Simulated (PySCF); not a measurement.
From one molecule to another.

First species: C₄H₁₃OPSi₃.
Cartesian coordinates in Å at the GFN2-xTB level; atoms count from 1:
```xyz
22
C4H13OPSi3 angstrom
C      0.814    2.613    1.225
C      0.469    1.696    0.321
C      0.397    2.036   -1.089
O      0.113    1.213   -1.934
Si     0.080   -0.148    0.586
Si    -2.209   -0.436    0.259
C     -2.629   -2.251    0.637
Si     1.546   -1.289   -0.832
P      2.880    0.234   -1.805
H      0.888    2.369    2.272
H      1.034    3.635    0.953
H      0.616    3.083   -1.369
H      0.452   -0.351    2.007
H     -3.032    0.403    1.150
H     -2.666   -0.133   -1.102
H     -2.342   -2.520    1.649
H     -3.692   -2.443    0.537
H     -2.108   -2.922   -0.039
H      2.451   -2.228   -0.147
H      0.853   -2.096   -1.846
H      3.833   -0.672   -2.232
H      2.242    0.226   -3.023
```

Second species: C6H11F3.
Structure used (GFN2-xTB), in Å, numbered top down from 1:
```xyz
20
C6H11F3 angstrom
C      1.566    1.082    0.720
C      0.812   -0.209    1.013
C      0.001   -0.756   -0.167
C      0.880   -1.231   -1.318
F     -0.674   -1.886    0.317
C     -1.083    0.200   -0.683
C     -2.120    0.559    0.370
F     -1.682    1.546    1.192
F     -3.236    1.052   -0.224
H      2.163    1.351    1.587
H      2.234    0.968   -0.129
H      0.879    1.901    0.525
H      1.518   -0.988    1.308
H      0.135   -0.048    1.854
H      0.274   -1.769   -2.044
H      1.648   -1.904   -0.946
H      1.351   -0.386   -1.810
H     -1.622   -0.289   -1.498
H     -0.628    1.113   -1.065
H     -2.421   -0.296    0.993
```

Levels: PBE0/pcSseg-1 for HOMO energy, LUMO energy and HOMO–LUMO gap. Geometries: GFN2-xTB. All species are isolated and taken at one optimised geometry, non-relativistic unless stated. Electronic properties by PySCF.

Dipoles, sizes and rotational constants follow the conformer. The torsions of the flexible species, by atom-mapped SMILES:
- `[CH3:1][CH2:2][C@@:3]([CH3:4])([F:5])[CH2:6][CH:7]([F:8])[F:9]`: C1–C2–C3–C4 67°, C2–C3–C6–C7 -60°, C3–C6–C7–F8 81°

The conformers of `C=C(C=O)[Si@@H]([SiH2]C)[SiH2]P` aren't listed.

```
     property  column X  column Y
  HOMO energy  -9.07 eV  -7.24 eV
  LUMO energy   1.31 eV  -2.19 eV
HOMO–LUMO gap  10.38 eV   5.05 eV
```

Q: Which column belongs to which species?

A: Column X is the second species and column Y the first. The first has 22 atoms and 102 electrons, the second 20 and 74.

Q: How does each property change from the first species to the second?

A: HOMO energy -1.83 eV; LUMO energy +3.50 eV; HOMO–LUMO gap +5.33 eV.

